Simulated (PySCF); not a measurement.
Continuum solvent and chemical shifts

Molfile (atoms numbered from 1):
```
BH7O3Si3
     RDKit          3D

 14 14  0  0  0  0  0  0  0  0999 V2000
    2.6066    0.1386   -0.0758 B   0  0  0  0  0  0  0  0  0  0  0  0
    1.0489    0.2488    1.1969 Si  0  0  0  0  0  4  0  0  0  0  0  0
    0.0124    1.4394    0.6416 O   0  0  0  0  0  0  0  0  0  0  0  0
   -1.4768    1.3620   -0.0932 Si  0  0  0  0  0  4  0  0  0  0  0  0
   -1.8972   -0.2432   -0.2123 O   0  0  0  0  0  0  0  0  0  0  0  0
   -1.1773   -1.6399    0.3338 Si  0  0  0  0  0  4  0  0  0  0  0  0
    0.2346   -1.2117    1.0989 O   0  0  0  0  0  0  0  0  0  0  0  0
    2.3530   -0.0255   -1.2474 H   0  0  0  0  0  0  0  0  0  0  0  0
    3.7712    0.2069    0.2374 H   0  0  0  0  0  0  0  0  0  0  0  0
    1.3350    0.5207    2.6324 H   0  0  0  0  0  0  0  0  0  0  0  0
   -2.4763    2.0776    0.7419 H   0  0  0  0  0  0  0  0  0  0  0  0
   -1.3929    1.9451   -1.4576 H   0  0  0  0  0  0  0  0  0  0  0  0
   -0.8759   -2.5153   -0.8297 H   0  0  0  0  0  0  0  0  0  0  0  0
   -2.0727   -2.3187    1.3057 H   0  0  0  0  0  0  0  0  0  0  0  0
  1  2  1  0
  2  3  1  0
  3  4  1  0
  4  5  1  0
  5  6  1  0
  6  7  1  0
  7  2  1  0
  1  8  1  0
  1  9  1  0
  2 10  1  0
  4 11  1  0
  4 12  1  0
  6 13  1  0
  6 14  1  0
M  END
```

GIAO PBE0/pcSseg-1 in PySCF on one PBE0-D3(BJ)/def2-SVP conformer, non-relativistic, equivalent nuclei averaged. Solvents enter as an IEF-PCM continuum (chloroform with ε = 4.7) around the gas-phase geometry. Shifts are referred to BF3·OEt2, TMS computed in the same medium.

Gas phase, δ in ppm: B1 110.9, Si2 -27.5, Si4/Si6 -33.3, H8/H9 9.68, H10 5.55, H11/H14 5.28, H12/H13 5.28. Dipole moment 0.48 D.

Q: How does each δ change in the continuum?

A: 
```json
{"atoms": "B1", "environment": "boron bonded to Si, 2 H", "Δδ, chloroform": "-0.8"}
{"atoms": "Si2", "environment": "silicon bonded to B, 2 O, H, in a 6-membered ring", "Δδ, chloroform": "+0.9"}
{"atoms": "Si4/Si6", "environment": "silicon bonded to 2 O, 2 H, in a 6-membered ring", "Δδ, chloroform": "+0.5"}
{"atoms": "H8/H9", "environment": "hydrogen on a boron bonded to Si", "Δδ, chloroform": "-0.10"}
{"atoms": "H10", "environment": "hydrogen on a silicon bonded to B, 2 O, in a 6-membered ring", "Δδ, chloroform": "-0.03"}
{"atoms": "H11/H14", "environment": "hydrogen on a silicon bonded to 2 O, in a 6-membered ring", "Δδ, chloroform": "-0.01"}
{"atoms": "H12/H13", "environment": "hydrogen on a silicon bonded to 2 O, in a 6-membered ring", "Δδ, chloroform": "-0.01"}
```

Changes are relative to the gas phase. The dipole moment becomes 0.56 D in chloroform.

Q: Which of the listed nuclei move most (in ppm), and what does the model miss? (N and O are left out, as their reference compounds move with the solvent too.)

A: B1 (boron bonded to Si, 2 H, -0.8 ppm) and Si2 (silicon bonded to B, 2 O, H, in a 6-membered ring, +0.9 ppm) in chloroform. A continuum only polarises the solute; specific hydrogen bonds, the anisotropy of aromatic solvents and changes of geometry or conformer are outside it.
